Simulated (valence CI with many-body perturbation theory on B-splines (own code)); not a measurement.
**Ru IV: calculated level list**

Calculated by relativistic CI+MBPT: five valence electrons over a frozen Dirac-Fock core [Kr], radial functions for each j: 7 s, 7 p, 8 d, 6 f, 4 g, 1 h, with the one-electron correlation potential Σ1 (screened to all orders), the two-electron term Σ2, the three-electron term Σ3, Breit, model QED; selected single and double excitations, second order for the rest, scaled by the run's own slope (own B-spline code, finite nucleus).

No measured spectrum was set against this ion. As an estimate, terms of the open shell hold to 2 to 4 % of their energy, and close levels can change places; different configurations can be misplaced against each other by 1,000 to 8,000 cm⁻¹. Among the levels kept, up to 2700 cm⁻¹ of a level comes from second order outside the variational space, and about a tenth of that is noise between levels of different J, which matters for small intervals.

Levels 46 to 90 of 219, with energies above the lowest level, 4d⁵ ⁶S_5/2. "Leading %" is the weight of the configuration and term that name the level; weights of strongly mixed levels are sums over their largest components and can fall short. In the jj column 3d3/2^4 stands for four electrons in 3d with j = 3/2. Lifetimes count E1, E2, E3, M1 and M2 decay at the calculated energies, and are blank where another channel may lead or the interval is too uncertain; long ones can be off by a factor of two.

```
No.  Configuration  Term     J  E (cm⁻¹)  Leading %  Lifetime                 Leading jj
 46          4d⁴5s    ⁴D   7/2     99010         93    501 μs    4d3/2 4d5/2^3 5s (38 %)
 47          4d⁴5s    ⁴H   7/2    102432         88   1.00 ms    4d3/2^3 4d5/2 5s (42 %)
 48          4d⁴5s    ⁴H   9/2    102819         84    972 μs  4d3/2^2 4d5/2^2 5s (53 %)
 49          4d⁴5s    ⁴P   1/2    103080         90    867 μs          4d3/2^4 5s (40 %)
 50          4d⁴5s    ⁴H  11/2    103509         90    953 μs  4d3/2^2 4d5/2^2 5s (79 %)
 51          4d⁴5s    ⁴H  13/2    104246         95    920 μs  4d3/2^2 4d5/2^2 5s (54 %)
 52          4d⁴5s    ⁴P   3/2    105170         92    832 μs  4d3/2^2 4d5/2^2 5s (38 %)
 53          4d⁴5s    ⁴F   5/2    105324         59    824 μs  4d3/2^2 4d5/2^2 5s (57 %)
 54          4d⁴5s    ⁴F   7/2    105574         59    800 μs  4d3/2^2 4d5/2^2 5s (49 %)
 55          4d⁴5s    ⁴F   3/2    105718         95    788 μs  4d3/2^2 4d5/2^2 5s (54 %)
 56          4d⁴5s    ⁴F   9/2    105918         67    767 μs    4d3/2^3 4d5/2 5s (32 %)
 57          4d⁴5s    ⁴G   5/2    107354         58              4d3/2 4d5/2^3 5s (43 %)
 58          4d⁴5s    ⁴P   5/2    107991         90    787 μs  4d3/2^2 4d5/2^2 5s (40 %)
 59          4d⁴5s    ⁴G   7/2    108227         60    782 μs  4d3/2^2 4d5/2^2 5s (45 %)
 60          4d⁴5s    ⁴G   9/2    108618         70    774 μs  4d3/2^2 4d5/2^2 5s (55 %)
 61          4d⁴5s    ⁴G  11/2    108687         84    774 μs    4d3/2 4d5/2^3 5s (67 %)
 62          4d⁴5s    ²H   9/2    110352         87    491 μs  4d3/2^2 4d5/2^2 5s (71 %)
 63          4d⁴5s    ²P   1/2    111282         74    505 μs  4d3/2^2 4d5/2^2 5s (56 %)
 64          4d⁴5s    ²H  11/2    111536         75    516 μs  4d3/2^2 4d5/2^2 5s (63 %)
 65          4d⁴5s    ⁴D   7/2    112691         75              4d3/2 4d5/2^3 5s (47 %)
 66          4d⁴5s    ⁴D   5/2    113021         74              4d3/2^3 4d5/2 5s (32 %)
 67          4d⁴5s    ⁴D   3/2    113103         84    554 μs  4d3/2^2 4d5/2^2 5s (42 %)
 68          4d⁴5s    ²F   7/2    113118         45            4d3/2^2 4d5/2^2 5s (48 %)
 69          4d⁴5s    ²F   5/2    113999         79              4d3/2 4d5/2^3 5s (46 %)
 70          4d⁴5s    ⁴D   1/2    114026         80    523 μs    4d3/2 4d5/2^3 5s (72 %)
 71          4d⁴5s    ²I  13/2    114547         95    658 μs    4d3/2 4d5/2^3 5s (54 %)
 72          4d⁴5s    ²G   7/2    115006         85    562 μs  4d3/2^2 4d5/2^2 5s (64 %)
 73          4d⁴5s    ²I  11/2    115054         80    631 μs    4d3/2 4d5/2^3 5s (76 %)
 74          4d⁴5s    ²P   3/2    115456         80    467 μs    4d3/2 4d5/2^3 5s (38 %)
 75          4d⁴5s    ²G   9/2    115957         94    409 μs    4d3/2 4d5/2^3 5s (54 %)
 76          4d⁴5s    ²G   9/2    117687         83    618 μs    4d3/2 4d5/2^3 5s (41 %)
 77          4d⁴5s    ²G   7/2    118328         65    513 μs          4d5/2^4 5s (56 %)
 78          4d⁴5s    ²D   5/2    120418         87    437 μs    4d3/2 4d5/2^3 5s (33 %)
 79          4d⁴5s    ²D   3/2    120645         93    637 μs    4d3/2 4d5/2^3 5s (44 %)
 80          4d⁴5s    ²S   1/2    121395         89    527 μs    4d3/2 4d5/2^3 5s (61 %)
 81          4d⁴5s    ²D   5/2    122618         87    607 μs  4d3/2^2 4d5/2^2 5s (40 %)
 82          4d⁴5s    ²D   3/2    123172         86    429 μs  4d3/2^2 4d5/2^2 5s (46 %)
 83          4d⁴5s    ²F   7/2    125819         85    454 μs    4d3/2 4d5/2^3 5s (51 %)
 84          4d⁴5s    ²F   5/2    126135         84    496 μs    4d3/2 4d5/2^3 5s (59 %)
 85          4d⁴5s    ⁴P   5/2    129337         93    328 μs  4d3/2^2 4d5/2^2 5s (54 %)
 86          4d⁴5s    ⁴F   9/2    129989         95    366 μs  4d3/2^2 4d5/2^2 5s (69 %)
 87          4d⁴5s    ⁴F   3/2    130257         92    373 μs  4d3/2^2 4d5/2^2 5s (48 %)
 88          4d⁴5s    ⁴F   5/2    130538         88    377 μs    4d3/2 4d5/2^3 5s (62 %)
 89          4d⁴5s    ⁴F   7/2    130575         87    372 μs    4d3/2 4d5/2^3 5s (68 %)
 90          4d⁴5s    ⁴P   3/2    131064         94    323 μs    4d3/2 4d5/2^3 5s (68 %)
```

Names give the largest LS component (configuration and term), which can be under half, so a name can repeat, a term be missing and a line seem to break the LS rules; names also repeat where a configuration has a term twice.

Where two levels of one J and parity lie close, their mixing, g and order are uncertain.
